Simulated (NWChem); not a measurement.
System: Si₂H₃OF₃; SMILES F[SiH2]O[SiH](F)F

Input file for NWChem:

```
start job
memory heap 200 mb stack 700 mb global 900 mb
geometry units angstroms noautosym nocenter noautoz
  Si     0.262664    -1.741557    -0.489295
  F     -0.760107    -2.545870     0.454167
  O      0.538660    -0.255237     0.169891
  Si    -0.043730     1.239939     0.442491
  F      0.850642     2.301112    -0.347359
  F     -1.527906     1.343039    -0.144050
  H      1.549876    -2.464866    -0.513001
  H     -0.353795    -1.596368    -1.825858
  H     -0.037538     1.559498     1.873465
end
basis spherical
  Si library pcsseg-1
  F library pcsseg-1
  O library pcsseg-1
  H library pcsseg-1
end
dft
  xc xpbe96 cpbe96
  iterations 150
end
property
  shielding
end
task dft property
```

The geometry was optimised at B3LYP/6-31G* (spherical d).

GIAO values for the isolated, static molecule; σ is the absolute isotropic shielding, δ = σ(reference) − σ with the isolated reference molecule computed at the same levels (19F: trichlorofluoromethane, 1H: tetramethylsilane, 17O: water, 29Si: tetramethylsilane).

Atoms are numbered as in the input.

Task: What results follow from this input? (PBE/pcSseg-1, GIAO.) Quantities: δ O3 (ppm); δ Si4 (ppm); δ F5 (ppm); δ F6 (ppm); δ H7 (ppm); δ H8 (ppm); δ H9 (ppm).

Result: 
- δ O3 (ppm) = 112.1
- δ Si4 (ppm) = -70.2
- δ F5 (ppm) = -163.7
- δ F6 (ppm) = -168.2
- δ H7 (ppm) = 5.20
- δ H8 (ppm) = 5.47
- δ H9 (ppm) = 4.82
